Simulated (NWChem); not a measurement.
System: C₂H₅BO₂; SMILES BOC(C)=O

The following NWChem deck was run.

```
start job
memory heap 200 mb stack 900 mb global 1100 mb
geometry units angstroms noautoz
  B     -0.062576    -2.010932    -0.147526
  H      0.964900    -2.116348    -0.742100
  H     -0.746020    -2.936569     0.169081
  O     -0.561753    -0.778166     0.182787
  C      0.150647     0.402578    -0.004400
  C     -0.788186     1.576137    -0.096329
  O      1.350176     0.440598    -0.043711
  H     -0.218474     2.495846    -0.231618
  H     -1.391739     1.638373     0.815662
  H     -1.482166     1.435854    -0.932177
end
basis spherical
  * library def2-svp
end
dft
  xc m06-l
  iterations 150
  mulliken
end
task dft energy
```

Output (shortened):

```
             Northwest Computational Chemistry Package (NWChem) 7.3.0
             --------------------------------------------------------

 C1  symmetry detected

                             Geometry "geometry" -> ""
                             -------------------------

 Output coordinates in angstroms (scale by  1.889725989 to convert to a.u.)

  No.       Tag          Charge          X              Y              Z
 ---- ---------------- ---------- -------------- -------------- --------------
    1 B                    5.0000    -0.06999405    -1.99955609    -0.13338730
    2 H                    1.0000     0.98263285    -2.11770621    -0.67960599
    3 H                    1.0000    -0.78213587    -2.91607374     0.14408157
    4 O                    8.0000    -0.56472510    -0.76104288     0.18176754
    5 C                    6.0000     0.17424397     0.40925733     0.03674594
    6 C                    6.0000    -0.74058435     1.59831929    -0.09100332
    7 O                    8.0000     1.37474092     0.42823401     0.05428589
    8 H                    1.0000    -0.15069219     2.50958861    -0.19276276
    9 H                    1.0000    -1.38548939     1.66446671     0.79194580
   10 H                    1.0000    -1.39642947     1.47451638    -0.95960533

 Effective nuclear repulsion energy (a.u.)     162.0964295680

                                 NWChem DFT Module
                                 -----------------

 Summary of "ao basis" -> "ao basis" (spherical)
 ------------------------------------------------------------------------------
       Tag                 Description            Shells   Functions and Types
 ---------------- ------------------------------  ------  ---------------------
 B                          def2-svp                 6       14   3s2p1d
 H                          def2-svp                 3        5   2s1p
 O                          def2-svp                 6       14   3s2p1d
 C                          def2-svp                 6       14   3s2p1d

            General Information
            -------------------
          SCF calculation type: DFT
          Wavefunction type:  closed shell.
          No. of atoms     :    10
          No. of electrons :    38
           Alpha electrons :    19
            Beta electrons :    19
          Charge           :     0
          Spin multiplicity:     1
          Use of symmetry is: off; symmetry adaption is: off
          Maximum number of iterations: 150
          AO basis - number of functions:    95
                     number of shells:    45
          Convergence on energy requested:  1.00D-06
          Convergence on density requested:  1.00D-05
          Convergence on gradient requested:  5.00D-04

              XC Information
              --------------
                        M06-L Method XC Functional
                         M06-L Exchange Functional  1.000
                       M06-L Correlation Potential  1.000

             Grid Information
             ----------------
          Grid used for XC integration:  medium
          Radial quadrature: Mura-Knowles
          Angular quadrature: Lebedev.
          Tag              B.-S. Rad. Rad. Pts. Rad. Cut. Ang. Pts.
          ---              ---------- --------- --------- ---------
          B                   0.85       49          11.0       434
          H                   0.35       45          13.0       434
          O                   0.60       49          11.0       434
          C                   0.70       49          11.0       434
          Grid pruning is: on
          Number of quadrature shells:   470
          Spatial weights used:  Erf1

      Superposition of Atomic Density Guess
      -------------------------------------

 Sum of atomic energies:        -251.63231851

      Non-variational initial energy
      ------------------------------

 Total energy =    -254.020936
 1-e energy   =    -663.113338
 2-e energy   =     246.995972
 HOMO         =      -0.373541
 LUMO         =      -0.010028

     ---------------------------------------------
      Total Density - Mulliken Population Analysis
     ---------------------------------------------

    Atom       Charge   Shell Charges
 -----------   ------   -------------------------------------------------------
    1 B    5     4.61   1.99  0.87  0.24  1.17  0.26  0.08
    2 H    1     1.09   0.73  0.35  0.01
    3 H    1     1.08   0.73  0.34  0.01
    4 O    8     8.51   1.99  1.10  0.61  3.00  1.79  0.01
    5 C    6     5.10   1.99  0.89  0.19  1.40  0.51  0.12
    6 C    6     6.25   1.99  0.96  0.16  2.08  1.04  0.02
    7 O    8     8.72   1.99  1.13  0.67  3.07  1.84  0.01
    8 H    1     0.90   0.67  0.20  0.03
    9 H    1     0.87   0.65  0.19  0.03
   10 H    1     0.87   0.65  0.19  0.03

   convergence    iter        energy       DeltaE   RMS-Dens  Diis-err
 ---------------- ----- ----------------- --------- --------- ---------
 d= 0,ls=0.0,diis     1   -254.1953761566 -4.16D+02  2.10D-02  1.12D+00
 d= 0,ls=0.0,diis     2   -253.7194237407  4.76D-01  1.59D-02  6.00D+00
 d= 0,ls=0.0,diis     3   -254.3225840367 -6.03D-01  3.55D-03  1.67D-01
 d= 0,ls=0.0,diis     4   -254.3332290728 -1.06D-02  1.43D-03  6.38D-02
 d= 0,ls=0.0,diis     5   -254.3359381188 -2.71D-03  8.12D-04  2.58D-03
  Resetting Diis
 d= 0,ls=0.0,diis     6   -254.3363461842 -4.08D-04  3.78D-04  2.36D-04
 d= 0,ls=0.0,diis     7   -254.3363969162 -5.07D-05  1.32D-04  3.35D-05
 d= 0,ls=0.0,diis     8   -254.3363966958  2.20D-07  5.28D-05  4.42D-05
 d= 0,ls=0.0,diis     9   -254.3364021185 -5.42D-06  1.44D-05  1.29D-06
 d= 0,ls=0.0,diis    10   -254.3364020249  9.35D-08  9.04D-06  2.32D-06

         Total DFT energy =     -254.336402024949
      One electron energy =     -666.468660594164
           Coulomb energy =      283.959227779749
    Exchange-Corr. energy =      -33.923398778545
 Nuclear repulsion energy =      162.096429568012

 Numeric. integr. density =       37.999999986992

                       DFT Final Molecular Orbital Analysis
                       ------------------------------------

 Vector   17  Occ=2.000000D+00  E=-3.262559D-01
              MO Center=  4.0D-01, -7.3D-02,  4.9D-02, r^2= 2.2D+00
   Bfn.  Coefficient  Atom+Function         Bfn.  Coefficient  Atom+Function
  ----- ------------  ---------------      ----- ------------  ---------------
    72      0.431871   7 O  pz               30     -0.358009   4 O  pz
    75      0.299212   7 O  pz               33     -0.274696   4 O  pz
    44      0.189032   5 C  pz                6      0.145122   1 B  pz
    28     -0.129187   4 O  px               47      0.094606   5 C  pz
    31     -0.091278   4 O  px               58     -0.080693   6 C  pz

 Vector   18  Occ=2.000000D+00  E=-2.911835D-01
              MO Center=  1.3D-01, -1.6D+00, -1.4D-01, r^2= 2.8D+00
   Bfn.  Coefficient  Atom+Function         Bfn.  Coefficient  Atom+Function
  ----- ------------  ---------------      ----- ------------  ---------------
    15     -0.326945   2 H  s                 4      0.310245   1 B  px
    20      0.270461   3 H  s                28      0.202967   4 O  px
    16     -0.192414   2 H  s                21      0.185356   3 H  s
    71     -0.182553   7 O  py               27     -0.155464   4 O  s
    30     -0.144930   4 O  pz               31      0.142334   4 O  px

 Vector   19  Occ=2.000000D+00  E=-2.580917D-01
              MO Center=  7.5D-01,  1.6D-01,  5.1D-02, r^2= 2.3D+00
   Bfn.  Coefficient  Atom+Function         Bfn.  Coefficient  Atom+Function
  ----- ------------  ---------------      ----- ------------  ---------------
    71      0.546255   7 O  py               74      0.390050   7 O  py
    28      0.250069   4 O  px               31      0.197264   4 O  px
    55     -0.153733   6 C  s                56     -0.150582   6 C  px
    29      0.122252   4 O  py               20      0.116329   3 H  s
    59     -0.106859   6 C  px               57      0.102653   6 C  py

 Vector   20  Occ=0.000000D+00  E=-6.714211D-02
              MO Center=  1.5D-01, -8.3D-01, -4.3D-02, r^2= 3.5D+00
   Bfn.  Coefficient  Atom+Function         Bfn.  Coefficient  Atom+Function
  ----- ------------  ---------------      ----- ------------  ---------------
    44      0.408231   5 C  pz                6      0.402975   1 B  pz
     9     -0.360891   1 B  pz               47      0.347152   5 C  pz
    75     -0.297404   7 O  pz               72     -0.288299   7 O  pz
     4      0.223948   1 B  px                7     -0.150902   1 B  px
    92      0.151645  10 H  s                87     -0.142499   9 H  s

 Vector   21  Occ=0.000000D+00  E=-1.549245D-02
              MO Center=  4.6D-02, -6.2D-01, -5.5D-02, r^2= 3.5D+00
   Bfn.  Coefficient  Atom+Function         Bfn.  Coefficient  Atom+Function
  ----- ------------  ---------------      ----- ------------  ---------------
    44      0.415953   5 C  pz                6     -0.347144   1 B  pz
    47      0.332751   5 C  pz                9      0.314173   1 B  pz
    87     -0.308949   9 H  s                30     -0.304755   4 O  pz
    33     -0.305855   4 O  pz               75     -0.283758   7 O  pz
    72     -0.277614   7 O  pz               92      0.242530  10 H  s

 Vector   22  Occ=0.000000D+00  E= 7.190919D-02
              MO Center= -1.1D+00,  1.4D+00, -1.6D-01, r^2= 5.2D+00
   Bfn.  Coefficient  Atom+Function         Bfn.  Coefficient  Atom+Function
  ----- ------------  ---------------      ----- ------------  ---------------
    55      2.546346   6 C  s                92     -1.209674  10 H  s
    87     -1.102883   9 H  s                82     -0.874665   8 H  s
    41     -0.599420   5 C  s                 3     -0.476850   1 B  s
    27      0.388543   4 O  s                59     -0.281097   6 C  px
    54      0.268850   6 C  s                 8     -0.242212   1 B  py

[...]
```

Level: M06-L/def2-SVP. Structure relaxed at the B3LYP/6-31G* (spherical d) level.
